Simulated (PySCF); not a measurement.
# Polarisability and C₆ of Sn (tin, neutral)

[Kr] 4d10 5s2 5p2, high-spin 3P determinant. All numbers are calculated (PySCF 2.14, the spin-free X2C one-electron Hamiltonian (Gaussian nucleus), in ANO-RCC-VTZP (7s6p4d2f1g, 68 functions)). Coupled (time-dependent) response in atomic units; α is the mean over directions. The basis has no added diffuse functions, which lowers α and C₆.

```tsv
method	mean α (bohr³)	α xx, yy, zz	C₆ (like pair)	S(−4)
UHF	37.87	34.34, 39.63, 39.63	422.7	317.5
PBE	37.41	31.98, 40.12, 40.12	414.9	311.3
PBE0	37.25	32.47, 39.64, 39.64	412.1	304.7
M06-L	38.56	32.62, 41.53, 41.53	442.0	308.4
PBEsol	36.98	31.64, 39.65, 39.65	407.6	305.7
```

S(−4) is the Cauchy moment in α(ω) = α(0) + S(−4) ω² + …

Reference α: 53 ± 6 bohr³ (recommended; Schwerdtfeger and Nagle, table of static dipole polarizabilities (2023 update)). Published C₆: 659.0 (Chu and Dalgarno (2004); Tang, Norbeck and Certain (1976)).

Spin-orbit coupling is absent.

α(iu) at M06-L:

```
u (hartree)  α(iu) (bohr³)
          0          38.56
     0.0500          37.81
      0.100          35.75
      0.200          29.61
      0.300          23.39
      0.500          14.68
      0.750          9.144
       1.00          6.375
       1.50          3.801
       2.00          2.612
       3.00          1.490
       5.00         0.6766
```

A single London oscillator, α(iu) = α/(1 + u²/ω²), gives C₆ = (3/4) ω α². Matching the computed C₆ needs ω = 4 × 442.0 / (3 × 38.56²) = 0.396 hartree.

The components differ because the open shell of this determinant is not spherical; for a pure term their mean is the scalar polarisability.
